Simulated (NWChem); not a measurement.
Molecule: SiH3S3F; SMILES F[Si](S)(S)S

```xyz
8

F      0.0000     0.0000    -1.8742
Si     0.0000     0.0000    -0.2501
S     -1.6074     1.1968     0.4451
S     -0.2328    -1.9904     0.4451
S      1.8402     0.7936     0.4451
H     -1.2793     2.2555    -0.3318
H     -1.3137    -2.2357    -0.3318
H      2.5930    -0.0198    -0.3318
```
Atoms are numbered in this order, from 1.

Results from NWChem. Geometry: optimised at PBE0/def2-SVP.

### Question
What does the run give for LRC-wPBEh/def2-SVP? Quantities: highest occupied level (eV); orbital gap (eV); dipole (D).

### Answer
```json
{
 "highest occupied level (eV)": "-9.82",
 "orbital gap (eV)": "11.81",
 "dipole (D)": "0.87"
}
```
